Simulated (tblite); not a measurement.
Species: C₆H₉ClSi.
Numbering: `[CH2:1]=[C:2]=[C:3]1[CH2:4][CH2:5][CH2:6][Si@@H:7]1[Cl:8]` (hydrogens: H9, H10 on C1; H11, H12 on C4; H13, H14 on C5; H15, H16 on C6; H17 on Si7)

Structure optimised with GFN2-xTB, isolated species.

Some entries are withheld. Bonds in one row agree within 0.01 Å.

| coordinate | value |
| --- | --- |
| C1=C2 | 1.295 Å |
| C2=C3 | 1.297 Å |
| C3–C4 | 1.515 Å |
| C4–C5 | 1.528 Å |
| C5–C6 | 1.530 Å |
| C6–Si7 | ? |
| Si7–Cl8 | ? |
| C3–Si7 | ? |
| C1–H9, C1–H10 | 1.078 Å |
| C4–H11 | 1.094 Å |
| C4–H12 | 1.091 Å |
| C5–H13 | 1.092 Å |
| C5–H14 | 1.092 Å |
| C6–H15 | 1.092 Å |
| C6–H16 | 1.088 Å |
| Si7–H17 | 1.462 Å |
| C1–C2–C3 | 178.1° |
| C2–C3–C4 | 124.4° |
| C2–C3–Si7 | 126.8° |
| C4–C3–Si7 | 108.7° |
| C3–C4–C5 | ? |
| C4–C5–C6 | ? |
| C5–C6–Si7 | 104.2° |
| C6–Si7–Cl8 | 113.4° |
| C3–Si7–C6 | ? |
| C3–Si7–Cl8 | 114.1° |

**Question.** Estimate the withheld lengths and angles.

**Answer.** 
- C6–Si7 = 1.905 Å, drawn single (sp3 carbon bound to silicon to chlorine-bound silicon); 0.03 Å above the sum of covalent radii, 1.87 Å.
- Si7–Cl8 = 2.023 Å, drawn single (chlorine-bound silicon to silicon-bound chlorine); 0.11 Å below the sum of covalent radii, 2.13 Å.
- C3–Si7 = 1.891 Å, drawn single (outer carbon of cumulated double bonds to chlorine-bound silicon); 0.05 Å above the sum of covalent radii, 1.84 Å.
- C3–C4–C5 = 108.1°, at the ring CH2 carbon, inside a 5-membered ring; the outer atoms are 2.463 Å apart.
- C4–C5–C6 = 108.7°, at the ring CH2 carbon, inside a 5-membered ring; the outer atoms are 2.485 Å apart.
- C3–Si7–C6 = 91.9°, at the chlorine-bound silicon, inside a 5-membered ring; the outer atoms are 2.728 Å apart.

Radii are Cordero's, carbon taken as 0.76, 0.73 or 0.69 Å for four, three, and two or fewer neighbours.

Its GFN2-xTB frequencies are all real (lowest 46 cm⁻¹). The numbers are those of one conformer (C2–C3–C4–C5 153°, C3–C4–C5–C6 46°, C4–C5–C6–Si7 -42°, C5–C6–Si7–Cl8 139°). 2 starts were optimised and ended at 0.00 and 0.12 kcal/mol (GFN2-xTB); the lowest of these is shown.

The run took 1.5 s of wall time on one thread, Intel Xeon Platinum 8259CL at 2.50 GHz (x86_64), no GPU, shared host with 96 logical CPUs at a one-minute load of 41. That covers the optimisation of the geometry.

All values are computed, not measured.
